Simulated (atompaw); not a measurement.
# An all-electron radial function and its pseudo partner (nickel)

Columns: radius, all-electron u(r) and pseudo u(r) of the 3d shell (level -8.90 eV) of nickel in the configuration [Ne] 3s2 3p6 3d8 4s2 4p0; PBEsol, scalar-relativistic, PAW (atompaw) scheme, atompaw 4.2.0.5.

```csv
r (bohr),all-electron,pseudo
0.063,0.0318,0.0005
0.127,0.1565,0.0040
0.190,0.3316,0.0130
0.254,0.5147,0.0300
0.317,0.6726,0.0561
0.381,0.7986,0.0926
0.444,0.8873,0.1381
0.508,0.9445,0.1931
0.571,0.9734,0.2537
0.635,0.9809,0.3194
0.698,0.9722,0.3851
0.762,0.9517,0.4498
0.825,0.9235,0.5083
0.888,0.8902,0.5592
0.952,0.8532,0.6009
1.015,0.8152,0.6306
1.079,0.7759,0.6487
1.142,0.7376,0.6547
1.206,0.6993,0.6500
1.269,0.6628,0.6361
1.333,0.6270,0.6147
1.396,0.5933,0.5887
1.460,0.5607,0.5596
1.523,0.5302,0.5301
1.587,0.5008,0.5008
1.650,0.4734,0.4734
```

Task: How many radial nodes do the two functions have?

Result: The all-electron 3d function has n − l − 1 = 0; the pseudo-wave has 0.

Task: Where does each function peak?

Result: Outermost all-electron maximum near 0.64 bohr, pseudo maximum near 1.14 bohr (to the table’s step).

Task: Is the pseudo-wave norm-conserving?

Result: No, it belongs to a PAW set: the norm inside the radius is not constrained, and the difference is carried by the augmentation charge.
